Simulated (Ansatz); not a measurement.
Coupled-cluster run, CH10AlNSi2 (`[CH3][Al]([NH2])[SiH2][SiH3]`).

```yaml
crystal:
  periodic: [false, false, false]
  atoms:
    - {symbol: C, position_ang: [-2.343826, 0.021487, -0.732950]}
    - {symbol: Al, position_ang: [-0.511191, -0.639901, -0.824733]}
    - {symbol: N, position_ang: [0.159846, -1.195974, -2.365477]}
    - {symbol: Si, position_ang: [0.996743, -0.681980, 1.105831]}
    - {symbol: Si, position_ang: [1.524110, 1.492450, 1.789417]}
    - {symbol: H, position_ang: [-2.853720, -0.024061, -1.698862]}
    - {symbol: H, position_ang: [-2.935669, -0.554133, -0.014325]}
    - {symbol: H, position_ang: [-2.365497, 1.061651, -0.391938]}
    - {symbol: H, position_ang: [-0.332347, -1.208420, -3.244788]}
    - {symbol: H, position_ang: [1.093992, -1.552855, -2.486330]}
    - {symbol: H, position_ang: [0.372190, -1.362032, 2.280981]}
    - {symbol: H, position_ang: [2.280618, -1.391864, 0.824124]}
    - {symbol: H, position_ang: [0.275203, 2.235142, 2.119126]}
    - {symbol: H, position_ang: [2.411853, 1.525463, 2.984040]}
    - {symbol: H, position_ang: [2.205797, 2.224426, 0.685186]}
basis:
  gaussian: {orbitals: def2-TZVPP}
correlation: {method: ccsd_t}
```

```sh
$ ansatz run in.yaml --threads 2 --pin off --events-out ev --progress --plain --max-ram 22528MiB --backend cuda --devices 0, --max-vram 18GiB
```

The program prints (abridged):

```
Functional definition: HF
1869 factors; integrals over basis functions are off by at most 1.1e-3 eV
mean field evaluation 1: about -24975.3694 eV, gradient 4.6e1 eV
mean field evaluation 2: about -24975.5553 eV, gradient 4.6e1 eV
mean field evaluation 4: about -24980.9230 eV, gradient 4.3e0 eV
mean field evaluation 8: about -24981.0255 eV, gradient 2.9e-1 eV
mean field evaluation 16: about -24981.0260 eV, gradient 2.8e-6 eV
mean field -24981.02604747 eV, -918.0357744968 hartree, gradient 2.8e-6 eV, S^2 0.000000; 0 other end points of the search recorded, 0 dependent functions left out
17 core orbitals not correlated: weight in the atoms' cores, before any rotation towards them, 1.000 or more for the frozen orbitals, at most 0.000 for the correlated occupied ones
reference -24981.02604747 eV, -918.0357744968 hartree; 15, 15 occupied and 296, 296 virtual orbitals, 1869 factors
second order -19.84165605 eV of doubles, -0.00000000 eV of singles
cycle   1  -21.15251569 eV  change    -1.3e0 eV  update   1.0e-1
cycle   2  -21.76629560 eV  change   -6.1e-1 eV  update   3.3e-2
cycle   3  -21.85009273 eV  change   -8.4e-2 eV  update   1.5e-2
cycle   4  -21.84257182 eV  change    7.5e-3 eV  update   4.5e-3
cycle   5  -21.84092808 eV  change    1.6e-3 eV  update   2.1e-3
cycle   6  -21.84058193 eV  change    3.5e-4 eV  update   6.3e-4
cycle   7  -21.84038319 eV  change    2.0e-4 eV  update   2.4e-4
cycle   8  -21.84043949 eV  change   -5.6e-5 eV  update   9.2e-5
cycle   9  -21.84046507 eV  change   -2.6e-5 eV  update   3.3e-5
perturbative correction -0.81877340 eV, -0.0300893675 hartree
Total energy: -25003.68528594 eV, -918.8684861516 hartree
```

Hardware: 2 threads of an AMD EPYC 7R13 on a shared host and a share of an NVIDIA H100 80 GB. Wall time 3.8 s, peak host memory 1.3 GiB.

Correlation energy per correlated electron: -0.755 eV. T1 diagnostic: 0.0126.
